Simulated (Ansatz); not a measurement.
Consider the substitution at a C–Si bond: `C=C[SiH2][SiH](F)F` + `C=C(N)S` → `C=CNC(=C)S` + `F[SiH](F)[SiH3]`.

Calculated with Ansatz (gas phase, PBE0-D4/def2-TZVP geometries, no zero-point term in ΔE). CBS: MP2 limit from def2 TZ/QZ plus the TZ coupled-cluster correction, frozen cores. Functionals use def2-TZVPP. B3LYP here is the variant with VWN-RPA as its local correlation; programs differ in this. Each species was taken in one conformer, which may not be the lowest.

| level | ΔE (kJ/mol) | difference from CCSD(T)/CBS |
| --- | --- | --- |
| PBE-D4 | 21.6 | -15.1 |
| r2SCAN-D4 | 25.2 | -11.5 |
| B3LYP-D4 | 26.3 | -10.4 |
| ωB97M-V | 32.7 | -4.0 |
| B2PLYP | 29.8 | -6.9 |
| PBE | 22.2 | -14.5 |
| PBE0 | 25.8 | -10.9 |
| HF/def2-TZVPP | 37.7 | 1.0 |
| MP2/def2-TZVPP | 32.5 | -4.2 |
| SCS-MP2/def2-TZVPP | 33.7 | -3.0 |
| CCSD/def2-TZVPP | 35.8 | -0.9 |
| HF/def2-QZVPP | 38.2 | 1.5 |
| MP2/def2-QZVPP | 34.3 | -2.4 |
| HF/CBS(def2) | 38.3 | 1.6 |
| MP2/CBS(def2) | 35.4 | -1.3 |
| CCSD/CBS(def2) | 38.6 | 1.9 |
| CCSD(T)/CBS | 36.7 | 0 |

Largest T1 diagnostic among the species: 0.013.

From PBE to PBE0 (25 % exact exchange), in def2-TZVPP and without D4, ΔE moves by +3.6 kJ/mol. In def2-TZVPP, CCSD(T) changes the Hartree–Fock value by −3.9 kJ/mol (the triples alone add −1.9 kJ/mol) and MP2 by −5.2 kJ/mol.
